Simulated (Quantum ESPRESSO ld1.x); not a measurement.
Species: W63+. Configuration: [Ne] 3s1. Method: scalar-relativistic Kohn-Sham, LDA (Slater exchange, VWN5 correlation), spin-polarised, spherical densities, point nucleus; open shells are filled with parallel spins first; computed with ld1.x of Quantum ESPRESSO 7.5.

Radial electron density D(r) = 4 pi r^2 rho(r):

```
   r/bohr * D(r) (the largest magnitude, 114, reaches the edge; | marks zero)
0.0006782 | *
0.0007647 | *
0.0008553 |  *
0.0009643 |  *
 0.001079 |   *
 0.001216 |    *
  0.00136 |     *
 0.001534 |      *
 0.001729 |       *
 0.001934 |         *
 0.002181 |          *
 0.002439 |            *
  0.00275 |               *
 0.003076 |                 *
 0.003468 |                    *
 0.003911 |                       *
 0.004374 |                          *
 0.004932 |                             *
 0.005516 |                                *
  0.00622 |                                   *
 0.006957 |                                       *
 0.007844 |                                         *
 0.008844 |                                            *
 0.009892 |                                              *
  0.01115 |                                               *
  0.01247 |                                               *
  0.01407 |                                              *
  0.01573 |                                             *
  0.01774 |                                           *
     0.02 |                                         *
  0.02237 |                                       *
  0.02522 |                                      *
  0.02821 |                                      *
  0.03181 |                                        *
  0.03558 |                                           *
  0.04011 |                                               *
  0.04523 |                                                   *
  0.05059 |                                                     *
  0.05704 |                                                      *
   0.0638 |                                                    *
  0.07193 |                                               *
  0.08045 |                                        *
  0.09071 |                              *
   0.1023 |                      *
   0.1144 |               *
    0.129 |         *
   0.1443 |      *
   0.1627 |    *
   0.1819 |   *
   0.2051 |  *
   0.2313 | *
   0.2587 |*
   0.2917 |*
   0.3263 *
   0.3679 *
   0.4115 *
   0.4639 *
   0.5231 *
    0.585 *
```

D(r) has 2 maxima, at r = 0.0121, 0.0557 bohr, and minima at 0.0263 bohr, inside which lie 2.02 electrons.
